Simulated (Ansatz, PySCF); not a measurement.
A series of proton affinity values:

A. C1CCCSCC1 + H+ -> C1CCC[SH+]CC1
B. CCS + H+ → CC[SH2+]
C. C=S (CH2S) + H+ -> C=[SH+]
D. S[Si](S)(Cl)Cl [dichloro-bis(sulfanyl)silane] + H+ -> S[Si]([SH2+])(Cl)Cl

Quantity: proton affinity (enthalpy at 298 K, with B3LYP-D3(BJ) rigid-rotor harmonic-oscillator terms), kcal/mol. Structures are relaxed separately at B3LYP-D3(BJ)/def2-TZVP in Ansatz (a first-principles code), one conformer each, not searched for the lowest. Frequencies are from Ansatz or PySCF. Unstable Hartree-Fock reference: C=S (CH2S). Correlated levels leave the core frozen unless marked. Spin-orbit coupling is left out. Non-relativistic. Basis-set limits of correlation are two-point, X^-3; Hartree-Fock from the larger set. The bracket is a focal-point correction in the basis named. Positive means that the reaction releases energy.

```tsv
	B2GP-PLYP-D4/def2-TZVPD (Ansatz + dftd4)	B2PLYP/def2-TZVPD (Ansatz)	SCS-MP2/6-31G* (Ansatz)	RI-MP2/CBS(cc-pV(T+d)Z,cc-pV(Q+d)Z)+[CCSD(T)-MP2]/cc-pV(T+d)Z (Ansatz)
A	205.2	205.7	202.1	…
B	189.2	189.5	186.9	…
C	182.9	183.1	180.0	…
D	178.0	178.5	171.8	…
```

Q: What belongs in the gaps?

A: 
- A, RI-MP2/CBS(cc-pV(T+d)Z,cc-pV(Q+d)Z)+[CCSD(T)-MP2]/cc-pV(T+d)Z (Ansatz): 205.6
- B, RI-MP2/CBS(cc-pV(T+d)Z,cc-pV(Q+d)Z)+[CCSD(T)-MP2]/cc-pV(T+d)Z (Ansatz): 189.5
- C, RI-MP2/CBS(cc-pV(T+d)Z,cc-pV(Q+d)Z)+[CCSD(T)-MP2]/cc-pV(T+d)Z (Ansatz): 183.5
- D, RI-MP2/CBS(cc-pV(T+d)Z,cc-pV(Q+d)Z)+[CCSD(T)-MP2]/cc-pV(T+d)Z (Ansatz): 178.2
